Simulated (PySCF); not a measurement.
Level of theory: r2SCAN-D4/def2-TZVP in PySCF 2.14.0. Gas-phase values, no solvent. One relaxed conformer stands for a flexible species; it need not be the lowest. Excitations are Tamm–Dancoff values on a coarser integration grid. The basis has no diffuse functions, so Rydberg states are missing or too high.

Reference species (SMILES): `S[Si](Cl)(Cl)Cl` (neutral, multiplicity 1).

The S1–T1 gap (TDA) is 0.46 eV. The S1 oscillator strength is 0.006 and the S1 excitation (TDA) is 6.03 eV.

Changed species: `S[Si](S)(Cl)Cl` (H–S–Si–Cl torsion 53°, Cl–Si–S–H torsion -53°) (2 of 4 Cl replaced by SH; the reference has 1 of 4 Cl replaced by SH).

Problem. What does the change do to the S1–T1 gap (TDA), S1 oscillator strength and S1 excitation (TDA)?

Solution. the S1–T1 gap (TDA) decreases by 0.09 eV, to 0.37 eV; the S1 oscillator strength hardly moves; the S1 excitation (TDA) drops by 0.62 eV, to 5.41 eV.
